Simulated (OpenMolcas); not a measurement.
**Multiconfigurational calculation on Si IV**

Input:

```
&GATEWAY
Coord
1

Si 0.0 0.0 0.0
Basis=ANO-R3
Group=XYZ
NoMove
AngMom=0.0 0.0 0.0
AMFI
&SEWARD
* reference wave functions (RASSCF and RASSI steps not shown): 1 electron in 8 orbitals (3s 3p 4s 4p)
>>> COPY JOB001 $Project.JobIph
&CASPT2
Multistate=1 1
Frozen=1 0
IPEA=0.5
Imaginary=0.5
MaxIter=60
WThr=0.0 0.3 0.05
PrWF=0.5
NoMix
>>> COPY JOB002 $Project.JobIph
&CASPT2
Multistate=3 1 2 3
NoMult
Frozen=1 0
IPEA=0.5
Imaginary=0.5
MaxIter=60
WThr=0.0 0.3 0.05
PrWF=0.5
NoMix
```

Launched by
```bash
OMP_NUM_THREADS=1 MOLCAS_MEM=2252 MOLCAS_PROJECT=a pymolcas a.inp > a.log  # once for each step of the input, in one work folder
```

Output, cut to the results:

```
--- CASPT2 ---
Orbital specifications:
      -----------------------

      Symmetry species                           1   2
                                                ag  au
      Frozen orbitals                            1   0
      Inactive orbitals                          1   3
      Active orbitals                            2   6
      Secondary orbitals                        31  20
      Deleted orbitals                           0   0
      Number of basis functions                 35  29
Type of calculation                        SS-CASPT2
      Fock operator                              state-specific
      IPEA shift                                 0.50
      Real shift                                 0.00
      Imaginary shift                            0.50
      The input orbitals will be transformed to quasi-canonical
Reference energy:        -287.4229939559
      E2 (Non-variational):      -0.2667297259
      Shift correction:          -0.0001914179
      E2 (Variational):          -0.2669211438
      Total energy:            -287.6899150998
      Residual norm:              0.0000001766
      Reference weight:           0.98793
      Contributions to the CASPT2 correlation energy
      Active & Virtual Only:          0.0000000000
      One Inactive Excited:          -0.0157329299
      Two Inactive Excited:          -0.2509967960
::    CASPT2 Root  1     Total energy:   -287.68991510
--- CASPT2 ---
Orbital specifications:
      -----------------------

      Symmetry species                           1   2
                                                ag  au
      Frozen orbitals                            1   0
      Inactive orbitals                          1   3
      Active orbitals                            2   6
      Secondary orbitals                        31  20
      Deleted orbitals                           0   0
      Number of basis functions                 35  29
Type of calculation                        SS-CASPT2
      Fock operator                              state-specific
      IPEA shift                                 0.50
      Real shift                                 0.00
      Imaginary shift                            0.50
      The input orbitals will be transformed to quasi-canonical
Reference energy:        -287.0990306254
      E2 (Non-variational):      -0.2635082829
      Shift correction:          -0.0001793418
      E2 (Variational):          -0.2636876247
      Total energy:            -287.3627182501
      Residual norm:              0.0000005841
      Reference weight:           0.98834
      Contributions to the CASPT2 correlation energy
      Active & Virtual Only:         -0.0000000000
      One Inactive Excited:          -0.0129539586
      Two Inactive Excited:          -0.2505543243
Reference energy:        -287.0990306254
      E2 (Non-variational):      -0.2635082829
      Shift correction:          -0.0001793418
      E2 (Variational):          -0.2636876247
      Total energy:            -287.3627182501
      Residual norm:              0.0000005841
      Reference weight:           0.98834
      Contributions to the CASPT2 correlation energy
      Active & Virtual Only:         -0.0000000000
      One Inactive Excited:          -0.0129539586
      Two Inactive Excited:          -0.2505543243
::    CASPT2 Root  1     Total energy:   -287.36271825
::    CASPT2 Root  2     Total energy:   -287.36271825
::    CASPT2 Root  3     Total energy:   -287.36271825
```

Levels above the lowest, from the spin-orbit matrix with the single-state CASPT2 energies, averaged by term, on its diagonal:

```csv
Configuration,Term,J,E (cm-1),Measured (cm-1),g,Term weight %
3s,2S,1/2,0.0,0.0,2.002,100
3p,2P*,1/2,71557,71288,0.666,100
3p,2P*,3/2,71939,71749,1.334,100
```

Against the 2 measured excited levels shown (NIST levels in Kelleher and Podobedova, J. Phys. Chem. Ref. Data 37, 1285 (2008)) the mean absolute deviation is 230 cm-1; the largest miss in energy is 3p 2P* 1/2: computed 71557, measured 71288 cm-1 (+0.4 %).

With one active electron outside closed inactive shells, the extra shells (4p 4s) add no correlation to the reference. With one active electron, CASPT2 adds the correlation within the correlated inactive shells and between them and that electron, and leaves the splitting within a term as the reference gives it. Measured partners are found by configuration, term and J. A level has none where our copy of the source lacks it or the pairing is in doubt (some pairs that miss far off the trend of their configuration count as doubtful), and it then counts in no deviation. Only configurations of the active space appear. The first state left out of the spin-orbit step lies near 210000 cm-1 above the lowest spin-free state of the reference (among the parities and spins computed), and the list stops at four fifths of that energy or lower.

The CASPT2 steps took 1.6 s on 1 thread of Arm Neoverse V1, on a shared host; the integral step is not counted.

The term weight is that of the spin-free term in the level, not the purity of its configuration. * marks odd parity.
